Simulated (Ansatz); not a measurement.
Z-matrix (Å, degrees):
```
C
Si 1 1.851
H 1 1.093 2 110.5
H 1 1.093 2 110.6 3 -119.8
H 1 1.093 2 111.4 3 119.7
O 2 1.634 1 113.2 3 179.7
F 2 1.601 1 107.2 3 -59.2
H 2 1.477 1 113.7 3 59.6
H 6 0.958 2 119.0 1 51.4
```

Charge 0, multiplicity 1.

List the CAM-B3LYP/def2-TZVPP orbital energies in eV (the Gaussian-basis code of Ansatz). (An estimate is asked.)

Computed: Occupied: -1801.99, -673.15, -522.73, -278.53, -146.39, -101.78, -101.73, -101.68, -34.31, -29.85, -21.59, -17.62, -15.71, -14.31, -14.03, -13.40, -13.14, -12.73, -11.95, -11.36, -10.34. Lowest empty: 1.46, 2.17, 2.43, 3.38, 3.81, 4.19, 4.26, 4.77.
